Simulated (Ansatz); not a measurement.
Input file for Ansatz (an electronic-structure program): R-CCSD(T)/def2-SVP on CH6InN (SMILES C[NH][InH2]). Elements past Kr take the def2 small-core potentials; no spin–orbit coupling. The run froze 11 orbitals, filled d shells among them.

Ansatz 0.2 input:
```yaml
crystal:
  periodic: [false, false, false]
  atoms:
    - {symbol: C, position_ang: [-1.31896578, 0.26910547, -0.04302968]}
    - {symbol: N, position_ang: [-0.14426830, -0.56252292, 0.14249735]}
    - {symbol: In, position_ang: [1.80453210, -0.03337260, -0.02470752]}
    - {symbol: H, position_ang: [-1.01765037, 1.28642748, -0.30041120]}
    - {symbol: H, position_ang: [-1.96424055, -0.09169771, -0.85384770]}
    - {symbol: H, position_ang: [-1.93419547, 0.33382255, 0.86321216]}
    - {symbol: H, position_ang: [-0.37701660, -1.51457602, 0.38280778]}
    - {symbol: H, position_ang: [2.03372282, 1.61788391, -0.43806285]}
    - {symbol: H, position_ang: [2.91808216, -1.30507017, 0.27154163]}
basis:
  gaussian:
    orbitals: def2-SVP
magnetization: {spin_polarized: false}
correlation: {method: ccsd_t, electrons: outside_noble_gas}
scf: {lower_state_search: off}
```

Output:

```
WARN ansatz: RAYON_NUM_THREADS=1 ignored (pool sized by the plan → 1); use --threads N
Functional definition: HF
these checks for a lower state are left out or cut short: stability, starts, cluster_reference, orbital_swaps, neighbouring_geometries, increment
integrals: 0.09 GiB planned
938 factors; integrals over basis functions are off by at most 1.3e-3 eV
mean field: 0.18 GiB planned
mean field evaluation 1: about -7749.8929 eV, gradient 3.3e1 eV
mean field evaluation 2: about -7749.9062 eV, gradient 3.3e1 eV
mean field evaluation 4: about -7752.6992 eV, gradient 3.1e0 eV
mean field evaluation 8: about -7752.7349 eV, gradient 9.2e-5 eV
mean field -7752.73488318 eV, -284.9077519645 hartree, gradient 1.8e-6 eV, S^2 0.000000; 0 other end points of the search recorded, 0 dependent functions left out
11 core orbitals not correlated, not the lowest: weight in the atoms' cores, before any rotation towards them, 0.872 or more for the frozen orbitals, at most 0.124 for the correlated occupied ones
reference -7752.73488318 eV, -284.9077519645 hartree; 9, 9 occupied and 64, 64 virtual orbitals, 938 factors
second order -10.45722228 eV of doubles, -0.00000000 eV of singles
coupled cluster: 0.22 GiB planned
cycle   1  -11.07883065 eV  change   -6.2e-1 eV  update   9.2e-2
cycle   2  -11.42246607 eV  change   -3.4e-1 eV  update   3.0e-2
cycle   3  -11.53160129 eV  change   -1.1e-1 eV  update   2.2e-2
cycle   4  -11.52873026 eV  change    2.9e-3 eV  update   8.3e-3
cycle   5  -11.52705288 eV  change    1.7e-3 eV  update   4.2e-3
cycle   6  -11.52707170 eV  change   -1.9e-5 eV  update   1.3e-3
cycle   7  -11.52667171 eV  change    4.0e-4 eV  update   3.6e-4
cycle   8  -11.52669695 eV  change   -2.5e-5 eV  update   1.1e-4
cycle   9  -11.52671503 eV  change   -1.8e-5 eV  update   2.9e-5
cycle  10  -11.52670478 eV  change    1.0e-5 eV  update   1.0e-5
perturbative correction -0.31563156 eV, -0.0115992458 hartree
Total energy: -7764.57721952 eV, -285.3429497978 hartree
Checks for a lower state left out: stability, starts, cluster_reference, orbital_swaps, neighbouring_geometries, increment
```

The calculation finished and met its thresholds.

Cost: about 5 core-seconds (a rough figure).
